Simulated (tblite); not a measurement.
Compound: C7H10O2.
Numbering: `[CH3:1]/[CH:2]=[CH:3]/[CH:4]=[CH:5]\[O:6][C:7]([CH3:8])=[O:9]` (hydrogens: H10, H11, H12 on C1; H13 on C2; H14 on C3; H15 on C4; H16 on C5; H17, H18, H19 on C8)

Computed with GFN2-xTB (tblite), gas phase: L-BFGS steps from a force-field or distance-geometry start until the largest atomic force falls under 0.01 eV/Å.

Step 0: E = -766.8382 eV
```
atom  x, y, z in Å  |  force x, y, z in eV/Å
C1     -3.5181   -1.1044   -0.4284   -0.528   0.151   0.004
C2     -2.6808    0.1315   -0.4539    1.250  -0.509   0.432
C3     -1.3480    0.1197   -0.1951   -1.254   0.485  -0.411
C4     -0.5529    1.3304   -0.2279    0.232  -0.434   0.229
C5      0.7637    1.3573    0.0277   -0.135  -0.052  -0.082
O6      1.5133    0.2220    0.3193    0.913   1.271  -0.001
C7      2.8578    0.4273    0.5384    0.203   0.608   0.048
C8      3.5143   -0.8866    0.8545    0.041  -0.265   0.028
O9      3.4620    1.4875    0.5031   -1.414  -1.278  -0.108
H10    -2.9548   -2.0032   -0.1880    0.125   0.142  -0.038
H11    -3.9990   -1.2442   -1.4076    0.075   0.019   0.277
H12    -4.3209   -0.9999    0.3235    0.255  -0.011  -0.328
H13    -3.1947    1.0596   -0.6620    0.054  -0.040  -0.035
H14    -0.8494   -0.8150    0.0258    0.017   0.158  -0.020
H15    -1.0605    2.2681   -0.4445    0.183  -0.283   0.051
H16     1.3254    2.2851    0.0057    0.070  -0.148   0.031
H17     3.3925   -1.5672    0.0052   -0.075   0.077   0.267
H18     3.0647   -1.3271    1.7524    0.023   0.060  -0.331
H19     4.5756   -0.7316    1.0325   -0.034   0.050  -0.014
```

Step 1: E = -766.9000 eV
```
atom  x, y, z in Å  |  force x, y, z in eV/Å
C1     -3.5256   -1.1022   -0.4284    0.085   0.026   0.026
C2     -2.6629    0.1242   -0.4477   -1.073  -0.039  -0.088
C3     -1.3659    0.1266   -0.2010    0.933  -0.133   0.120
C4     -0.5496    1.3242   -0.2247   -0.098  -0.148   0.095
C5      0.7618    1.3565    0.0265    0.118   0.103  -0.040
O6      1.5264    0.2401    0.3193    0.355   0.607  -0.009
C7      2.8607    0.4360    0.5391   -0.650  -1.515   0.158
C8      3.5149   -0.8904    0.8549   -0.001   0.002  -0.014
O9      3.4418    1.4692    0.5016    0.087   1.099  -0.154
H10    -2.9530   -2.0011   -0.1885    0.009   0.189  -0.057
H11    -3.9979   -1.2440   -1.4037    0.006   0.039   0.108
H12    -4.3173   -1.0001    0.3188    0.048   0.052  -0.121
H13    -3.1940    1.0590   -0.6625    0.249  -0.342   0.045
H14    -0.8492   -0.8128    0.0255   -0.158   0.409  -0.091
H15    -1.0579    2.2640   -0.4437    0.225  -0.299   0.068
H16     1.3264    2.2830    0.0061   -0.002  -0.066   0.004
H17     3.3914   -1.5661    0.0090   -0.082  -0.010   0.139
H18     3.0651   -1.3262    1.7477   -0.035  -0.005  -0.184
H19     4.5751   -0.7309    1.0323   -0.015   0.031  -0.009
```

Step 2: E = -766.9353 eV
```
atom  x, y, z in Å  |  force x, y, z in eV/Å
C1     -3.5269   -1.1013   -0.4281    0.145  -0.059   0.008
C2     -2.6692    0.1216   -0.4468   -0.320   0.016   0.019
C3     -1.3612    0.1272   -0.2014    0.195  -0.139   0.009
C4     -0.5497    1.3207   -0.2226   -0.013  -0.075   0.073
C5      0.7625    1.3574    0.0257    0.163   0.218  -0.034
O6      1.5342    0.2523    0.3192   -0.065   0.068  -0.010
C7      2.8545    0.4221    0.5410    0.157   0.162   0.045
C8      3.5150   -0.8915    0.8549    0.046  -0.039   0.005
O9      3.4366    1.4757    0.4994   -0.360  -0.092  -0.060
H10    -2.9524   -1.9985   -0.1893    0.013   0.159  -0.045
H11    -3.9976   -1.2434   -1.4013   -0.036   0.025   0.029
H12    -4.3157   -0.9995    0.3160   -0.055   0.052  -0.025
H13    -3.1910    1.0551   -0.6621    0.151  -0.218   0.020
H14    -0.8508   -0.8076    0.0244   -0.057   0.227  -0.051
H15    -1.0546    2.2595   -0.4428    0.182  -0.238   0.057
H16     1.3267    2.2817    0.0063    0.001   0.036  -0.010
H17     3.3902   -1.5659    0.0117   -0.072  -0.081   0.059
H18     3.0648   -1.3260    1.7443   -0.059  -0.064  -0.079
H19     4.5748   -0.7303    1.0321   -0.017   0.042  -0.012
```

Step 3: E = -766.9422 eV
```
atom  x, y, z in Å  |  force x, y, z in eV/Å
C1     -3.5253   -1.1019   -0.4279   -0.012  -0.013  -0.003
C2     -2.6750    0.1209   -0.4460    0.343  -0.065   0.121
C3     -1.3578    0.1255   -0.2017   -0.362   0.031  -0.093
C4     -0.5497    1.3184   -0.2208    0.164  -0.084   0.084
C5      0.7652    1.3611    0.0250   -0.021   0.080  -0.037
O6      1.5356    0.2570    0.3190   -0.124  -0.084   0.002
C7      2.8557    0.4219    0.5422   -0.038  -0.072   0.022
C8      3.5159   -0.8926    0.8550    0.011   0.008  -0.006
O9      3.4286    1.4749    0.4979   -0.072   0.230  -0.046
H10    -2.9519   -1.9952   -0.1902    0.073   0.059  -0.015
H11    -3.9980   -1.2429   -1.4001   -0.038   0.012   0.011
H12    -4.3160   -0.9986    0.3148   -0.051   0.030  -0.020
H13    -3.1878    1.0507   -0.6617    0.030  -0.042  -0.016
H14    -0.8521   -0.8027    0.0234    0.052   0.010  -0.003
H15    -1.0508    2.2545   -0.4416    0.103  -0.130   0.032
H16     1.3268    2.2818    0.0062    0.054   0.160  -0.018
H17     3.3887   -1.5671    0.0135   -0.062  -0.089   0.026
H18     3.0638   -1.3270    1.7420   -0.063  -0.074  -0.035
H19     4.5744   -0.7295    1.0319    0.010   0.031  -0.005
```

Task: Estimate the geometry and energy of step 4. (The exact step hangs on the optimiser's Hessian estimate; all steps are aligned on step 3, rigid shifts and turns removed.)

Result: E = -766.9469 eV, largest force 0.184 eV/Å
```
atom  x, y, z in Å  |  force x, y, z in eV/Å
C1     -3.5247   -1.1023   -0.4278   -0.055   0.036   0.002
C2     -2.6735    0.1195   -0.4439    0.105  -0.055   0.049
C3     -1.3608    0.1251   -0.2031   -0.038   0.045  -0.014
C4     -0.5475    1.3159   -0.2187    0.071  -0.069   0.043
C5      0.7662    1.3641    0.0240    0.021  -0.013  -0.005
O6      1.5349    0.2587    0.3190   -0.104  -0.128   0.012
C7      2.8555    0.4200    0.5432   -0.020   0.156  -0.025
C8      3.5164   -0.8930    0.8549   -0.011   0.013  -0.008
O9      3.4236    1.4781    0.4964   -0.093   0.043  -0.018
H10    -2.9507   -1.9927   -0.1909    0.093  -0.009   0.003
H11    -3.9987   -1.2425   -1.3992   -0.028   0.012  -0.001
H12    -4.3168   -0.9977    0.3138   -0.034   0.022  -0.018
H13    -3.1857    1.0478   -0.6618    0.002   0.003  -0.019
H14    -0.8521   -0.7999    0.0227    0.060  -0.049   0.005
H15    -1.0474    2.2500   -0.4405    0.060  -0.058   0.018
H16     1.3276    2.2841    0.0059    0.056   0.174  -0.021
H17     3.3870   -1.5689    0.0148   -0.049  -0.078   0.015
H18     3.0624   -1.3284    1.7402   -0.054  -0.069  -0.016
H19     4.5744   -0.7286    1.0317    0.020   0.022  -0.003
```

The energy changes by -0.0047 eV. The first-order estimate −F·Δx gives -0.0069 eV and the mean of the old and new forces, exact on a quadratic surface, -0.0047 eV. The step makes an angle of 45° with the force vector and moves no atom by more than 0.006 Å.

The cost below is that of the whole relaxation. The run took 0.34 s of wall time on Arm Neoverse V1, one thread, shared host with 32 logical CPUs at a one-minute load of 6.8.
